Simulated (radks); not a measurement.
The numbers below are computed, except where a source is named.
Effect of the nuclear size on the thulium ion Tm+, [Xe] 4f13 6s1. Level of theory: Dirac Kohn-Sham, relativistic LDA (MacDonald-Vosko exchange, VWN5 correlation), spin-unpolarised, spherical densities, finite nucleus; open shells fill j = l - 1/2 first; Fermi nuclear charge, rms radius 5.2256 fm (a radial shooting solver on a logarithmic mesh with Libxc functionals). The rms radius is varied about that value; shifts are against it.

| rms radius (fm) | total energy shift (eV) | density at nucleus (e/bohr^3) | 1s1/2 shift (meV) | 2s1/2 shift (meV) | 4p1/2 shift (meV) | 5s1/2 shift (meV) | 5p1/2 shift (meV) | 6s1/2 shift (meV) | 6p1/2 (empty) shift (meV) |
|---|---|---|---|---|---|---|---|---|---|
| 4.3111 | -11.1 | 9.919e+05 | -4530 | -611 | 0.125 | -4.87 | 0.270 | -0.401 | 0.110 |
| 4.9486 | -3.54 | 9.519e+05 | -1440 | -194 | 0.039 | -1.55 | 0.086 | -0.127 | 0.035 |
| 5.2256 | 0 | 9.366e+05 | 0.000 | 0.000 | 0.000 | 0.000 | 0.000 | 0.000 | 0.000 |
| 5.5391 | 4.16 | 9.205e+05 | 1690 | 228 | -0.045 | 1.82 | -0.101 | 0.150 | -0.041 |
| 5.8265 | 8.13 | 9.067e+05 | 3300 | 445 | -0.088 | 3.55 | -0.197 | 0.292 | -0.080 |

Slopes of the eigenvalues against <r^2> in GHz/fm^2, as finite differences over the two radii next to the reference (eigenvalue slopes, not the field-shift constants of lines): 1s1/2 122000, 2s1/2 16500, 4p1/2 -3.30, 5s1/2 131, 5p1/2 -7.28, 6s1/2 10.8, 6p1/2 (empty) -2.98.
